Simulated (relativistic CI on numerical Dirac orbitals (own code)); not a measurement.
**Crystal-field levels of V2+, 3d3**

Calculated by Dirac-Coulomb-Breit CI, KLI orbitals optimised for each configuration, model QED (radiative potential, 1s self-energy scaled to tabulated hydrogen-like ionisation energies), valence Slater integrals scaled by 0.7, one configuration in a parametric crystal field (own radial code).

Field parameters in Wybourne normalisation: Td as Oh with Dq negative (B⁴₀ = 21Dq, B⁴₄ = √(5/14) B⁴₀). The field is a parameter set, without covalency.

S and J are read from ⟨S²⟩ = S(S + 1) and ⟨J²⟩ = J(J + 1) of each level; they are not fictitious spins.

Td, 10Dq = -1450 cm⁻¹, the lowest 16 levels:

```tsv
E (cm⁻¹)	Degeneracy	Irrep	S	J
0.0	4	Γ8	1.50	2.53
29.8	2	Γ7	1.50	2.82
201	4	Γ8	1.50	3.68
322	2	Γ6	1.50	4.28
1281	2	Γ7	1.50	3.23
1300	4	Γ8	1.50	3.30
1381	2	Γ6	1.50	3.75
1403	4	Γ8	1.50	3.96
2809	4	Γ8	1.50	3.74
10221	4	Γ8	0.50	3.97
10663	2	Γ7	0.50	3.50
10816	4	Γ8	0.50	4.28
10860	2	Γ6	0.50	3.99
11009	4	Γ8	0.54	4.30
11035	2	Γ6	1.50	0.57
11105	4	Γ8	1.47	1.66
```

Td, 10Dq = -2600 cm⁻¹, the lowest 10 levels:

| E (cm⁻¹) | Degeneracy | Irrep | S | J |
| --- | --- | --- | --- | --- |
| 0.0 | 4 | Γ8 | 1.50 | 2.68 |
| 19.8 | 2 | Γ7 | 1.50 | 2.85 |
| 195 | 4 | Γ8 | 1.50 | 3.75 |
| 310 | 2 | Γ6 | 1.50 | 4.30 |
| 2246 | 2 | Γ7 | 1.50 | 3.21 |
| 2270 | 4 | Γ8 | 1.50 | 3.33 |
| 2345 | 2 | Γ6 | 1.50 | 3.72 |
| 2357 | 4 | Γ8 | 1.50 | 3.85 |
| 4915 | 4 | Γ8 | 1.50 | 3.64 |
| 9421 | 4 | Γ8 | 0.50 | 4.05 |

Td, 10Dq = -3750 cm⁻¹, the lowest 16 levels:

```
E (cm⁻¹)  Degeneracy  Irrep     S     J
     0.0           4     Γ8  1.50  2.74
    16.1           2     Γ7  1.50  2.86
     191           4     Γ8  1.50  3.77
     303           2     Γ6  1.50  4.29
    3246           2     Γ7  1.50  3.20
    3271           4     Γ8  1.50  3.34
    3345           2     Γ6  1.50  3.70
    3352           4     Γ8  1.50  3.80
    7061           4     Γ8  1.50  3.60
    8425           4     Γ8  0.50  4.05
   11074           2     Γ6  0.50  4.35
   11076           2     Γ7  0.50  3.52
   11125           4     Γ8  0.50  4.17
   11307           4     Γ8  0.50  4.42
   12688           2     Γ6  1.49  0.69
   12747           4     Γ8  1.48  1.58
```

The free-ion ground term has S = 3/2. Every field shown keeps that spin.

Levels of this model without a field, named by their leading LS term (the scale mimics covalency, so terms lie below those of the real free ion): 4F_3/2 0, 4F_5/2 130, 4F_7/2 307, 4F_9/2 524, 4P_1/2 10262, 2G_7/2 10322, 4P_3/2 10331, 4P_5/2 10494 cm⁻¹.
